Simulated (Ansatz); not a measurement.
Reaction: BSiH4F (SMILES FB[SiH3]) → BSiH3F (SMILES F[B][SiH3], doublet) + H (doublet) (the B-H bond breaks)
Each species at its own B3LYP-D3(BJ)/def2-TZVP minimum (Ansatz, a first-principles code).

Total energies in hartree (Ansatz). UHF or UKS for unpaired electrons; spin-orbit terms are left out. Correlated methods leave the cores frozen. No relativity. Where a partner has so few electrons that a lower coupled-cluster level is exact, that level stands in.

| species | HF/cc-pV(T+d)Z | CCSD(T)/cc-pV(T+d)Z | HF/cc-pV(Q+d)Z | CCSD(T)/cc-pV(Q+d)Z | CCSD(T)/cc-pV(D+d)Z | CCSDT(Q)/cc-pV(D+d)Z |
|---|---|---|---|---|---|---|
| 1: BSiH4F (SMILES FB[SiH3]) | -415.47556 | -416.00414 | -415.48902 | -416.05405 | -415.83887 | -415.84058 |
| 2: BSiH3F (SMILES F[B][SiH3], doublet) | -414.84266 | -415.33858 | -414.85636 | -415.38759 | -415.17756 | -415.17937 |
| 3: H (doublet) | -0.49981 | -0.49981 | -0.49995 | -0.49995 | -0.49928 | -0.49928 |

Q: Work out the bond dissociation energy (electronic) in kcal/mol: take Hartree-Fock from cc-pV(Q+d)Z, extrapolate the CCSD(T) correlation energy as X^-3 (X = 3, 4), and add CCSDT(Q) - CCSD(T) in cc-pV(D+d)Z. 1 hartree = 627.51 kcal/mol.

A: 
Species 1: correlation (64·(-0.56503) - 27·(-0.52858))/37 = -0.59163; step -0.00171; E1 = -415.48902 + (-0.59163) + (-0.00171) = -416.08236
Species 2: correlation (64·(-0.53123) - 27·(-0.49592))/37 = -0.55700; step -0.00181; E2 = -414.85636 + (-0.55700) + (-0.00181) = -415.41517
Species 3: correlation (64·(0.00000) - 27·(0.00000))/37 = 0.00000; step +0.00000; E3 = -0.49995 + (0.00000) + (+0.00000) = -0.49995
-1·E1 +1·E2 +1·E3 = 0.16724 hartree = 104.9 kcal/mol.
